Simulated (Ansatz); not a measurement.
A nudged elastic band was laid between two geometries of ClH3Sn + FH (7 atoms, charge 0, multiplicity 1).

Level of theory: RHF/def2-SVP (Ansatz 0.2.0).

```yaml
movable_images: 9
climbing_image: yes
spring: 5.0 eV/Å²
optimiser: quadratic models (default)
start_path: through a guess of the saddle point
force_threshold: 0.05 eV/Å
iteration_limit: 60
end_points: relaxed
```

First end point:

```xyz
7
Properties=species:S:1:pos:R:3
Sn 0.280 0.000 -0.148
Cl 0.192 0.000 2.243
H 1.943 0.000 -0.501
H -0.491 1.426 -0.644
H -0.491 -1.426 -0.644
F -2.806 0.000 1.297
H -2.201 0.000 1.972
```

Last end point:

```xyz
7
Properties=species:S:1:pos:R:3
Sn -0.049 0.000 -0.784
Cl -1.633 0.000 4.070
H 1.610 0.000 -0.422
H -0.596 1.424 -1.529
H -0.596 -1.424 -1.529
F -0.923 0.000 0.955
H -1.386 0.000 2.812
```

Problem. What changes between the two ends?

Solution. Bonds broken: Sn1–Cl2, F6–H7. Bonds formed: Sn1–F6, Cl2–H7. ClH3Sn + FH becomes ClH + FH3Sn.

Problem. Give the energies along the band, and the barrier.

Solution. It converged. The highest image is number 4 of 0 to 10, 137.0 kJ/mol above the first end and 96.3 kJ/mol above the last; the last end lies 40.7 kJ/mol above the first. A vibrational analysis at the climbing image gives 2 clearly imaginary modes (832i, 148i cm⁻¹): a point of higher order, so a lower path passes nearby. The orbitals stay closed-shell, which can raise the energy where a bond breaks towards radicals; this wasn't checked here.

```tsv
image	path coordinate (Å)	energy (kJ/mol)	Sn1–Cl2 (Å)	F6–H7 (Å)	Sn1–F6 (Å)
0	0.00	0.0	2.39	0.91	3.41
1	0.46	6.3	2.41	0.91	2.97
2	0.93	36.2	2.49	0.92	2.62
3	1.39	94.8	2.71	0.96	2.34
4	1.86	137.0	3.02	1.11	2.13
5	2.40	81.8	3.37	1.56	1.99
6	2.94	49.2	3.82	1.78	1.95
7	3.49	42.2	4.30	1.90	1.95
8	4.03	41.3	4.65	1.91	1.95
9	4.58	40.9	4.93	1.91	1.95
10	5.12	40.7	5.11	1.91	1.95
```

Problem. What is the geometry of the highest image?

Solution. 
```xyz
7
Properties=species:S:1:pos:R:3
Sn -0.211 0.000 -0.259
Cl -0.057 0.000 2.761
H 1.437 0.000 0.110
H -0.711 1.445 -0.989
H -0.711 -1.445 -0.989
F -1.939 0.000 0.990
H -1.381 0.000 1.950
```

The band took 19 iterations and roughly 5 core-minutes.

Run time: 5.4 min on 1 thread of Intel(R) Xeon(R) Platinum 8375C CPU @ 2.90GHz (Ice Lake) (shared host), peak memory 0.21 GiB.
